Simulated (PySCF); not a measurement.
Si(F)3(I), F3ISi, SMILES F[Si](F)(F)I, PBE0/def2-SVP optimised geometry. Atoms within 1.6 Å of the plane z = 0.0 Å (x, y, z in Å): F1 (1.04, -0.76, 0.00), Si2 (-0.55, -0.76, 0.00), F3 (-1.04, -1.43, -1.36), F4 (-1.04, 0.76, 0.00).

Calculation: PBE0/def2-TZVP, def2 effective core potentials past Kr in PySCF. The core electrons that the potentials of I replace are not part of the density. Cells within 0.4 Å of a nucleus heavier than hydrogen are left out (blank, or x).

Map of the LUMO amplitude (bohr^(-3/2)) on the plane z = 0.0 Å; orbital energy -0.94 eV, overall sign arbitrary:

```
|4444444444444444444444444444444|
|4444444444444444444444444444444|
|4444444444444444444444444444444|
|4444444444444444444444444444444|
|4444444444444444444444444444444|
|4444444444554444444444444444444|
|4444444455555544444444444444444|
|4444444555555555444444444444444|
|4444445555555555544444444444444|
|4444445556665555555444444444444|
|4444445556775555555544444444444|
|444444444xxxx444555554444444444|
|444444443xxxx344555555444444444|
|4444554431xx0345555555554444444|
|4444555442112455554455555444444|
|4445555555445566544445555544444|
|4445556666766666543345555544444|
|444555677886xx56520xx6655554444|
|44455567899xxxx641xxxx655554444|
|444555678996xxx652xxxx655554444|
|4444556789996577631135555544444|
|4444455678999998653344555544444|
|4444445567899998654444555444444|
|4444444556778887665544444444444|
|4444444455667776655554444444444|
|4444444445556666555554444444444|
|4444444444455555555544444444444|
|4444444444444555555444444444444|
|4444444444444444444444444444444|
|4444444444444444444444444444444|
|4444444444444444444444444444444|
```
Scale: ten equal steps from -0.108 (start of '0') to 0.129 (end of '9'), in the order '0123456789'; x runs from -3.50 to 3.50, y from -3.50 (bottom) to 3.50 (top).
